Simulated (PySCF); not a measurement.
Species: C4H5FN2.
SMILES: `Cn1ccc(F)n1`

Linear response at wB97X-D/def2-SVPD (PySCF, frozen core in the response, non-relativistic). Geometry: PBE0-D3(BJ)/def2-SVP; no solvent, vibrations or thermal averaging.

Static isotropic polarisability: 60.01 au (8.89 Å³), principal values 41.7, 63.0, 75.4 au.

(1) What is the polarisability at 1064 nm and at the sodium D line?

(2) What is the isotropic C6 coefficient between two such molecules, C6 = (3/π)∫α(iω)² dω?

(3) Which effective excitation energy ω̄ makes London's formula C6 = (3/4)α²ω̄ exact here?

(4) What n − 1 at the D line would an ideal gas of it have at 273.15 K and 1 atm (2.6868 × 10¹⁹ cm⁻³), by n − 1 = 2π·N·α′?

(5) What molar refraction at the D line follows from R = (4π/3)·N_A·α′, with α′ the polarisability volume?

(6) How anisotropic is the static polarisability, by Δα² = ½[(α1 − α2)² + (α2 − α3)² + (α3 − α1)²]?

(7) How many electrons N does the Slater–Kirkwood formula C6 = (3/4)·√N·α^(3/2) need to give this C6?

(8) The lowest 6 singlets have (eV, f): 6.53, 0.139; 7.07, 0.097; 7.23, 0.021; 7.39, 0.001; 7.49, 0.027; 7.84, 0.009. What share of the static polarisability do they carry in the sum over states α = Σ f/ω²?

Answers

(1) 60.52 au at 1064 nm (+0.8 %), 61.74 au at 589.3 nm (+2.9 %). The rise at 589.3 nm is 3.39 times that at 1064 nm; a pure ω² law gives 3.26. The lowest singlet lies at 190 nm, shorter than both wavelengths.

(2) 1575 au (Eh·bohr⁶) by a ten-point quadrature over imaginary frequencies, which is 941 eV·Å⁶ or 90.8 J·nm⁶/mol.

(3) ω̄ = 4·C6/(3α²) = 0.583 Eh = 15.9 eV. A one-pole form α(ω) = α/(1 − ω²/ω̄²) fitted to the 1064 nm value gives 12.7 eV.

(4) 15.44 × 10⁻⁴, a formal value whether or not that pressure can be reached.

(5) α′ = 9.15 Å³ gives R = 23.08 cm³/mol, for isolated, non-vibrating species.

(6) Δα = 29.5 au, or 0.49 of the isotropic value.

(7) N = (4·C6/3)²/α³ = 20.4; the species has 52 electrons in all.

(8) 4.62 au, 7.7 % of α; the largest term, 2.41 au, is that of the state at 6.53 eV. Their oscillator strengths add up to 0.29. Higher states carry the rest.

Note: wB97X-D ran without an empirical dispersion term, which enters the total energy and its gradient alone.
